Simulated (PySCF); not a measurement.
Dipole response of Be²⁺ (beryllium, charge +2)

1s2, closed-shell 1S. Calculation: PySCF 2.14, in aug-cc-pCVQZ (9s8p6d4f2g, 109 functions); no relativity, point nucleus. Coupled (time-dependent) response in atomic units; α is the mean over directions.

```
 method  mean α (bohr³)  C₆ (like pair)     S(−4)
    UHF         0.05170         0.01102  0.001901
    PBE         0.05508         0.01198  0.002236
   PBE0         0.05412         0.01171  0.002136
LC-wPBE         0.05518         0.01201  0.002250
```

S(−4) is the Cauchy moment in α(ω) = α(0) + S(−4) ω² + …

α(iu) at PBE:

| u (hartree) | α(iu) (bohr³) |
| --- | --- |
| 0 | 0.05508 |
| 0.0500 | 0.05507 |
| 0.100 | 0.05506 |
| 0.200 | 0.05499 |
| 0.300 | 0.05488 |
| 0.500 | 0.05453 |
| 0.750 | 0.05386 |
| 1.00 | 0.05294 |
| 1.50 | 0.05053 |
| 2.00 | 0.04753 |
| 3.00 | 0.04081 |
| 5.00 | 0.02864 |

For an ion, C₆ is the dispersion term alone; charge-induced terms of lower order in 1/R come first.
